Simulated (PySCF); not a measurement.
## Assigning NMR signals

Atoms are numbered as in `[N:1]#[C:2][CH2:3][c:4]1[cH:5][cH:6][cH:7][c:8]([F:9])[cH:10]1`; H(Xn) means a hydrogen on atom n.

Gas phase, single conformer, fast rotation and ring inversion assumed for equivalent nuclei, no relativistic terms. Structure optimised with GFN2-xTB; NMR shieldings at PBE0/pcSseg-1/GIAO; PySCF 2.14.0 with density-fitted response routines.

Shifts are taken against calculated references (same method and geometry level): $^{13}$C and $^{1}$H vs TMS.

Task: Assign these signals to the numbered atoms. $^{13}$C{$^{1}$H} NMR (computed): δ 173.5, 140.6, 137.0, 130.0, 122.3, 121.8, 121.2, 25.2.

Result: 
| δ (ppm) | atoms | environment | reason |
| --- | --- | --- | --- |
| 173.5 | C8 | aromatic carbon bearing fluorine | an ipso carbon deshielded by its heteroatom |
| 140.6 | C4 | substituted aromatic carbon | – |
| 137.0 | C6 | aromatic CH | the aromatic region |
| 130.0 | C5 | aromatic CH | – |
| 122.3 | C10 | aromatic CH | – |
| 121.8 | C2 | nitrile carbon | C≡N carbons fall here, among the sp2 signals but without a proton |
| 121.2 | C7 | aromatic CH | – |
| 25.2 | C3 | sp3 CH2 on an aromatic ring | saturated and bonded to C and H only |

C10 and C2; C2 and C7 lie closer than the usual error of such a calculation, so a measured spectrum could show them in the other order.

Task: Assign these signals to the numbered atoms. $^{1}$H NMR (500 MHz, computed): δ 7.74 (m, 1H), 7.38 (m, 1H), 7.37 (d, 1H), 7.29 (m, 1H), 3.45 (s, 2H).

Result: 
| δ (ppm) | atoms | environment | reason |
| --- | --- | --- | --- |
| 7.74 | H(C6) | hydrogen on an aromatic CH | aromatic region |
| 7.38 | H(C7) | hydrogen on an aromatic CH | – |
| 7.37 | H(C5) | hydrogen on an aromatic CH | – |
| 7.29 | H(C10) | hydrogen on an aromatic CH | – |
| 3.45 | H(C3) | hydrogen on an sp3 CH2 on an aromatic ring | – |

H(C7) and H(C5); H(C5) and H(C10) lie closer than the usual error of such a calculation, so a measured spectrum could show them in the other order.

Splittings by $^{19}$F in the carbon and heteronuclear signals aren't shown, as no couplings were computed. Shifts are as computed. Against solution values, carbons near 30 ppm lie about +3 ppm off and those near 130 ppm about +5 ppm. Of 1211 compounds with measured shifts, 218 miss one by over three times the rms of a fit or turn the order of signals round; such compounds aren't used in these exercises. No couplings were computed; multiplicities are counted from neighbouring protons, with m where these are inequivalent, close in shift, in a saturated or five-membered ring or joined by F or P, and br s for small geminal =CH2 splittings.
